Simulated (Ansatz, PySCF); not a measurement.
Process, species as SMILES: [Cl][Sn][Cl] -> [Cl][Sn][Cl] as doublet, charge +1 + e-
Each molecule is optimised on its own at B3LYP-D3(BJ)/def2-TZVP (Ansatz, a first-principles code). A spin state is the lowest found, not a proven ground state.

Property: adiabatic ionisation energy (electronic energy difference), in eV. Correlated levels leave the core frozen unless marked. Open shells are spin-unrestricted. Spin-orbit coupling is left out. Frozen are the shells of the preceding noble gas and the d and f shells that filled before the atom's block. Past Kr the def2 sets carry scalar-relativistic core potentials. CBS(X,Y): correlation extrapolated as X^-3; Hartree-Fock from the larger set. [CCSD(T)-MP2]/basis is that difference in the basis named.

```csv
level,program,adiabatic ionisation energy (eV)
PBE-D3(BJ)/def2-TZVPD,Ansatz + dftd3,9.76
M06-L-D4/def2-TZVPD,PySCF + dftd4,9.81
PBE0-D4/def2-TZVP,Ansatz + dftd4,9.85
PBE0-D4/def2-TZVPD,Ansatz + dftd4,9.87
PBE0/def2-TZVP,Ansatz,9.84
PBE0/def2-TZVPD,Ansatz,9.86
BHLYP-D4/def2-TZVPD,Ansatz + dftd4,9.94
r2SCANh/def2-TZVPD,Ansatz,9.88
r2SCAN0/def2-TZVPD,Ansatz,9.91
PW6B95/def2-TZVPD,PySCF,…
HSE06-D4/def2-TZVPD,Ansatz + dftd4,9.86
LC-wPBE/def2-TZVPD,Ansatz,…
RPA@PBE/def2-QZVPP,Ansatz,10.05
SCS-MP2/def2-TZVPP,Ansatz,9.78
CCSD/def2-SVPD,Ansatz,9.87
CCSD/def2-TZVPP,Ansatz,…
"RI-MP2/CBS(def2-TZVPPD,def2-QZVPPD)+[CCSD(T)-MP2]/def2-TZVPPD",Ansatz,9.91
```

Question: Some entries are withheld; supply them.

Answer: 
- PW6B95/def2-TZVPD, adiabatic ionisation energy (eV): 9.92
- LC-wPBE/def2-TZVPD, adiabatic ionisation energy (eV): 9.99
- CCSD/def2-TZVPP, adiabatic ionisation energy (eV): 9.77
